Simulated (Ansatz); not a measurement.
# H8SSi3: structure from calculated spectroscopic constants

These gas-phase data were calculated for one isomer of H8SSi3 at r2SCAN-D4/def2-SVP (harmonic, unscaled wavenumbers; equilibrium rotational constants with average atomic masses):

- rotational constants: 3.226, 1.378, 1.056 GHz
- all wavenumbers above 1500 cm⁻¹: 2688, 2233, 2230, 2222, 2211, 2199, 2198, 2187

Candidates:

(1) `[SiH3][SiH2]S[SiH3]`, a singlet
(2) `[SiH3][SiH2][SiH2]S`, a singlet

Task: Which candidate do the data belong to?

Result: Candidate (2). The band at 2688 cm⁻¹ lies where the S–H stretch is expected; (1) has no mode between 2500 and 2800 cm⁻¹.

The same quantities for all candidates:

|  | rotational constants (GHz) | wavenumbers above 1500 cm⁻¹ | E above the lowest, r2SCAN-D4/def2-SVP (kcal/mol) |
| --- | --- | --- | --- |
| (1) | 3.923, 1.273, 1.123 | 2252, 2232, 2226, 2224, 2223, 2217, 2207, 2191 | 0.0 |
| (2) | 3.226, 1.378, 1.056 | 2688, 2233, 2230, 2222, 2211, 2199, 2198, 2187 | 10.1 |

Harmonic stretches to hydrogen usually lie a few per cent above observed fundamentals. Each candidate is one conformer. Programs: Ansatz 0.2.0.
